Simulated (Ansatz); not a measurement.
A nudged elastic band was laid between two geometries of CH5BCl2O (10 atoms, charge 0, multiplicity 1).

Theory: Ansatz 0.2.0, RKS PBE-D4/6-31G*.

| Property | Result |
| --- | --- |
| movable images | 5 |
| climbing image | yes |
| spring | 5.0 eV/Å² |
| optimiser | quadratic models (default) |
| start path | straight line |
| force threshold | 0.05 eV/Å |
| iteration limit | 60 |
| end points | relaxed |

First end point:

```xyz
10
Properties=species:S:1:pos:R:3
B 0.107 -0.102 0.058
H 0.273 0.637 0.994
Cl 1.591 -0.418 -0.951
Cl -1.431 0.277 -0.894
O -0.204 -1.536 0.829
C -0.483 -2.728 0.013
H 0.428 -2.895 -0.574
H -0.665 -3.562 0.706
H -1.341 -2.537 -0.648
H -0.993 -1.344 1.386
```

Last end point:

```xyz
10
Properties=species:S:1:pos:R:3
B 0.215 -0.536 -0.800
H -0.172 -0.240 2.581
Cl 1.667 0.436 -1.056
Cl -1.387 0.197 -1.045
O 0.377 -1.820 -0.426
C -0.725 -2.710 -0.186
H -0.296 -3.713 -0.049
H -1.265 -2.409 0.727
H -1.424 -2.713 -1.037
H 0.293 -0.701 2.211
```

**Question.** Which bonds break or form, and what moves?

**Answer.** Bonds broken: B1–H2, O5–H10. Bonds formed: H2–H10. CH5BCl2O becomes CH3BCl2O + H2.

**Question.** What energy profile does the band end with?

**Answer.** It converged. The highest image is number 3 of 0 to 6, 115.8 kJ/mol above the first end and 180.5 kJ/mol above the last; the last end lies 64.8 kJ/mol below the first. Neighbouring images differ by up to 1.8 eV, so the band resolves the path poorly. Another band between the same ends (5 images) ends at a top of the same energy, where a vibrational analysis finds 1 clearly imaginary mode. The orbitals stay closed-shell, which can raise the energy where a bond breaks towards radicals; this wasn't checked here.

```csv
image,path coordinate (Å),energy (kJ/mol),B1–H2 (Å),O5–H10 (Å),H2–H10 (Å)
0,0.00,0.0,1.20,0.98,2.38
1,0.88,3.9,1.21,0.98,2.24
2,1.76,14.9,1.21,0.98,2.01
3,2.65,115.8,1.37,1.30,1.03
4,4.04,-58.2,2.69,2.50,0.75
5,5.43,-64.3,3.38,2.89,0.75
6,6.82,-64.8,3.42,2.87,0.75
```

**Question.** What is the geometry of the highest image?

**Answer.** 
```xyz
10
Properties=species:S:1:pos:R:3
B 0.143 -0.313 -0.092
H -0.319 0.268 1.064
Cl 1.776 0.367 -0.415
Cl -1.141 -0.053 -1.336
O 0.220 -1.722 0.528
C -0.633 -2.794 0.068
H -0.266 -3.141 -0.910
H -0.548 -3.603 0.809
H -1.682 -2.471 -0.030
H -0.267 -0.745 1.234
```

Run time: 110 s on 2 threads of Intel(R) Xeon(R) 6975P-C (Granite Rapids) (shared host), peak memory 0.16 GiB.
